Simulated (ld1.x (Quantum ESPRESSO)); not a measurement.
## What one change does to a pseudopotential (Xe (Z = 54), ultrasoft)

| Property | Result |
| --- | --- |
| Element | xenon (Xe) |
| Generator | ld1.x (Quantum ESPRESSO) 7.5 |
| Type | ultrasoft |
| Functional | LDA (PZ) |
| Relativity | scalar-relativistic |
| Frozen core | [Kr] |
| Valence charge | 18 |
| Reference configuration | 4d10 5s2 5p5 (charge +1) |
| Partial waves | 5s (bound): rcut 1.55, rcutus 1.65 bohr; 5s channel at -1.1 Ry: rcut 1.55, rcutus 1.65 bohr; 5p (bound): rcut 1.40, rcutus 1.80 bohr; 5p channel at 1.15 Ry: rcut 1.40, rcutus 1.80 bohr; 4d (bound): rcut 1.10, rcutus 1.35 bohr; 4d channel at -4.35 Ry: rcut 1.10, rcutus 1.35 bohr |
| Local potential | all-electron potential smoothed inside 1.55 bohr (lloc = -2) |
| Core correction | none |
| Augmentation charge | built from norm-conserving waves at rcut, not smoothed further |

All-electron outer shells of the reference configuration (LDA (PZ), scalar-relativistic, ld1.x):

```tsv
shell	level (eV)	outermost node (bohr)	outermost maximum (bohr)
4p	-151.09	0.36	0.69
4d	-69.49	0.34	0.75
5s	-29.33	0.85	1.61
5p	-17.18	0.92	1.87
```

Change: all radii scaled by about 1.26 (s 2.08, p 2.26, d 1.70 bohr, rcut 1.96/1.76/1.38); local potential all-electron potential smoothed inside 1.96 bohr (lloc = -2).

Cutoffs: the cutoffs (Ry, on a coarse ladder) from which the occupation-weighted sum of valence levels, in a spherical-Bessel basis at the reference potential, stays within 10 and 1 mRy of its value at 400 Ry; they do not see the model core or the augmentation charge, which bear on the density cutoff. Errors are all-electron minus pseudo energies relative to the spin-unpolarised reference configuration.

Problem. Predict the effect on cutoff, ghosts and configuration errors.

Solution. The potential gets softer (90 Ry and 140 Ry → 40 Ry and 70 Ry); the d channel binds one level more than in the base; the number of tests that count goes from 9 to 8; of the 8 tests that both files solve, the error grows in 5 and shrinks in 2 by more than 15 % and 0.3 meV (median size 4.9 → 4.5 meV); neither file shows a bound ghost at the reference potential, the only one tested. A larger radius leaves more room for a smooth pseudo-wave, so fewer plane waves are needed.

| quantity | base | changed |
| --- | --- | --- |
| cutoff, loose | 90 Ry | 40 Ry |
| cutoff, tight | 140 Ry | 70 Ry |
| loose cutoff by channel (10 mRy a level) | s 12 Ry, p 6 Ry, d 55 Ry | s 6 Ry, p 10 Ry, d 35 Ry |
| bound ghosts | none | none |
| tests counted (converged, no solver errors) | 9 of 9 | 8 of 9 |
| error for 4d10 5s2 5p6, meV [ΔE -12.70 eV] | +4.2 | +4.9 |
| error for 4d10 5s2 5p4, meV [ΔE 21.94 eV] | -5.7 | -4.1 |
| error for 4d10 5s2 5p3, meV [ΔE 53.91 eV] | -11 | -2.2 |
| error for 4d10 5s2 5p5.5, meV [ΔE -7.45 eV] | +2.3 | +2.6 |
| error for 4d10 5s2 5p2, meV [ΔE 96.54 eV] | -10 | +14 |
| error for 4d10 5s1 5p6, meV [ΔE 12.23 eV] | -1.6 | -3.8 |
| error for 4d10 5s2 5p5 (spin-polarised), meV [ΔE -0.14 eV] | +2.8 | +5.1 |
| error for 4d10 5s2 5p4 (spin-polarised), meV [ΔE 21.31 eV] | +8.2 | +21 |
| lowest overlap eigenvalue by channel | s 0.26, p 0.56, d 1.00 | s 0.34, p 0.51, d 0.35 |

Changed file: Tests not counted: 4d9 5s2 5p6 (solver errors, printed error -2543 eV).
